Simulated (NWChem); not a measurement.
Species: C₂H₄FNSi; SMILES N#CC[SiH2]F

```xyz
9

N      0.7210    -2.5455    -0.2222
C      0.0345    -1.6760     0.1150
C     -0.8078    -0.5638     0.5055
Si    -0.3343     1.0777    -0.3069
F      1.1002     1.5491     0.2841
H     -0.7765    -0.4365     1.6007
H     -1.8561    -0.7842     0.2378
H     -1.3561     2.0890     0.0742
H     -0.2205     0.9184    -1.7783
```
Atoms are numbered in this order, from 1.

Computed with NWChem. Pople sets run with spherical d functions. Coordinates come from a PBE0/def2-SVP optimisation. Atomic charges in e: unrestrained fits to the electrostatic potential beside Mulliken populations; buried atoms are poorly determined by the fit.

**Question.** Estimate the computed values for Hartree-Fock/6-31G*. Quantities: ESP N1; Mulliken N1; ESP C2; Mulliken C2; ESP C3; Mulliken C3; ESP Si4; Mulliken Si4; ESP F5; Mulliken F5; relative RMS misfit of the potential (%).

**Answer.** 
```json
{
 "ESP N1": "-0.49",
 "Mulliken N1": "-0.40",
 "ESP C2": "0.38",
 "Mulliken C2": "0.28",
 "ESP C3": "-0.28",
 "Mulliken C3": "-0.71",
 "ESP Si4": "0.87",
 "Mulliken Si4": "1.17",
 "ESP F5": "-0.36",
 "Mulliken F5": "-0.54",
 "relative RMS misfit of the potential (%)": "15"
}
```
